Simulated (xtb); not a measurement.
HOZn, charge +1, singlet, from a rough starting geometry (GFN-xTB shapes and energies of metal compounds can be far from the true ones); GFN2-xTB in xtb.

The xtb input:
```
$ xtb mol.xyz --gfn 2 --chrg 1 --opt vtight --json

# file mol.xyz
3

Zn    -0.83459672    -0.68352527    -0.78066086
O      0.32939563    -0.16180446     0.32728717
H      0.47773399     0.84896841     0.41848466
```

It wrote (shortened):

```
   ID    Z sym.   atoms
    1   30 Zn     1
    2    8 O      2
    3    1 H      3

           -------------------------------------------------
          |                Calculation Setup                |
           -------------------------------------------------

           -------------------------------------------------
          |                 G F N 2 - x T B                 |
           -------------------------------------------------

          ...................................................
          :                      SETUP                      :
          :.................................................:
          :  # basis functions                   9          :
          :  # atomic orbitals                   9          :
          :  # shells                            5          :
          :  # electrons                         8          :
          :  max. iterations                   250          :
          :  Hamiltonian                  GFN2-xTB          :
          :  restarted?                      false          :
          :  GBSA solvation                  false          :
          :  PC potential                    false          :
          :  electronic temp.          300.0000000     K    :
          :  accuracy                    1.0000000          :
          :  -> integral cutoff          0.2500000E+02      :
          :  -> integral neglect         0.1000000E-07      :
          :  -> SCF convergence          0.1000000E-05 Eh   :
          :  -> wf. convergence          0.1000000E-03 e    :
          :  Broyden damping             0.4000000          :
          :  net charge                          1          :
          :  unpaired electrons                  0          :
          ...................................................

 iter      E             dE          RMSdq      gap      omega  full diag
   1     -4.2420379 -0.424204E+01  0.156E+01    1.22       0.0  T
   2     -4.0007529  0.241285E+00  0.107E+01    6.19       1.0  T
   3     -4.4512871 -0.450534E+00  0.657E+00    1.58       1.0  T
   4     -4.5448010 -0.935139E-01  0.280E+00    2.60       1.0  T
   5     -4.5539657 -0.916464E-02  0.182E+00    2.47       1.0  T
   6     -4.5538348  0.130889E-03  0.883E-01    2.56       1.0  T
   7     -4.5565055 -0.267072E-02  0.916E-02    2.44       1.0  T
   8     -4.5564344  0.711328E-04  0.153E-01    2.43       1.0  T
   9     -4.5565061 -0.717544E-04  0.183E-02    2.44       3.2  T
  10     -4.5565075 -0.133783E-05  0.690E-03    2.44       8.4  T
  11     -4.5565075 -0.857812E-08  0.283E-03    2.45      20.4  T
  12     -4.5565075 -0.274765E-07  0.446E-04    2.44     129.5  T
  13     -4.5565075 -0.588310E-09  0.251E-04    2.44     230.2  T

   *** convergence criteria satisfied after 13 iterations ***

         :::::::::::::::::::::::::::::::::::::::::::::::::::::
         ::                     SUMMARY                     ::
         :::::::::::::::::::::::::::::::::::::::::::::::::::::
         :: total energy              -4.542813139869 Eh    ::
         :: gradient norm              0.026508591849 Eh/a0 ::
         :: HOMO-LUMO gap              2.444712726532 eV    ::
         ::.................................................::
         :: SCC energy                -4.556507500507 Eh    ::
         :: -> isotropic ES            0.232497360836 Eh    ::
         :: -> anisotropic ES         -0.009619551505 Eh    ::
         :: -> anisotropic XC         -0.005529429383 Eh    ::
         :: -> dispersion             -0.000616268707 Eh    ::
         :: repulsion energy           0.013694360638 Eh    ::
         :: add. restraining           0.000000000000 Eh    ::
         :: total charge               1.000000000000 e     ::
         :::::::::::::::::::::::::::::::::::::::::::::::::::::

      -----------------------------------------------------------
     |                   =====================                   |
[...]
 * total energy  :    -4.5428131 Eh     change       -0.1749543E-09 Eh
 * total energy  :    -4.5433174 Eh     change       -0.5042464E-03 Eh
 * total energy  :    -4.5434311 Eh     change       -0.1136850E-03 Eh
 * total energy  :    -4.5434350 Eh     change       -0.3967367E-05 Eh
 * total energy  :    -4.5434365 Eh     change       -0.1501847E-05 Eh
 * total energy  :    -4.5434369 Eh     change       -0.3640413E-06 Eh
 * total energy  :    -4.5434370 Eh     change       -0.5363286E-07 Eh
   *** GEOMETRY OPTIMIZATION CONVERGED AFTER 7 ITERATIONS ***
[...]
         ::                     SUMMARY                     ::
         :::::::::::::::::::::::::::::::::::::::::::::::::::::
         :: total energy              -4.543436958346 Eh    ::
         :: gradient norm              0.000082488633 Eh/a0 ::
         :: HOMO-LUMO gap              2.451322439627 eV    ::
         ::.................................................::
         :: SCC energy                -4.560602706146 Eh    ::
         :: -> isotropic ES            0.233282401511 Eh    ::
         :: -> anisotropic ES         -0.009250698541 Eh    ::
         :: -> anisotropic XC         -0.005615403288 Eh    ::
         :: -> dispersion             -0.000616541577 Eh    ::
         :: repulsion energy           0.017165747799 Eh    ::
         :: add. restraining           0.000000000000 Eh    ::
         :: total charge               1.000000000000 e     ::
         :::::::::::::::::::::::::::::::::::::::::::::::::::::

           -------------------------------------------------
          |                Property Printout                |
           -------------------------------------------------

    * Orbital Energies and Occupations

         #    Occupation            Energy/Eh            Energy/eV
      -------------------------------------------------------------
         1        2.0000           -1.0261495             -27.9229
         2        2.0000           -0.9166582             -24.9435
         3        2.0000           -0.8608831             -23.4258
         4        2.0000           -0.8266270             -22.4937 (HOMO)
         5                         -0.7365425             -20.0423 (LUMO)
         6                         -0.4310615             -11.7298
         7                         -0.4276156             -11.6360
         8                         -0.2900254              -7.8920
         9                          0.0078828               0.2145
      -------------------------------------------------------------
                  HL-Gap            0.0900844 Eh            2.4513 eV
             Fermi-level           -0.7815847 Eh          -21.2680 eV

     #   Z          covCN         q      C6AA      α(0)
     1  30 Zn       0.744     0.606   309.953    42.189
     2   8 O        1.539    -0.097    15.880     5.376
     3   1 H        0.806     0.491     0.348     0.927

 Mol. C6AA /au·bohr⁶  :        472.915872
 Mol. C8AA /au·bohr⁸  :      30028.897543
 Mol. α(0) /au        :         48.491384

Wiberg/Mayer (AO) data.
largest (>0.10) Wiberg bond orders for each atom

 ---------------------------------------------------------------------------
     #   Z sym  total        # sym  WBO       # sym  WBO       # sym  WBO
 ---------------------------------------------------------------------------
     1  30 Zn   1.502 --     2 O    1.480
     2   8 O    2.217 --     1 Zn   1.480     3 H    0.737
     3   1 H    0.759 --     2 O    0.737
 ---------------------------------------------------------------------------

Topologies differ in total number of bonds
Writing topology from bond orders to xtbtopo.mol

molecular dipole:
                 x           y           z       tot (Debye)
 q only:       -0.570       0.015      -0.562
   full:       -1.250      -0.269      -1.210       4.475
molecular quadrupole (traceless):
                xx          xy          yy          xz          yz          zz
 q only:       -0.041       2.912       0.500       2.567       2.665      -0.459
  q+dip:        0.129       4.929       0.447       4.334       4.545      -0.575
   full:       -0.256       4.637       1.152       3.680       4.239      -0.896

optimized geometry written to: xtbopt.xyz

           -------------------------------------------------
          | TOTAL ENERGY               -4.543436958346 Eh   |
          | GRADIENT NORM               0.000082488633 Eh/α |
          | HOMO-LUMO GAP               2.451322439627 eV   |
           -------------------------------------------------
```
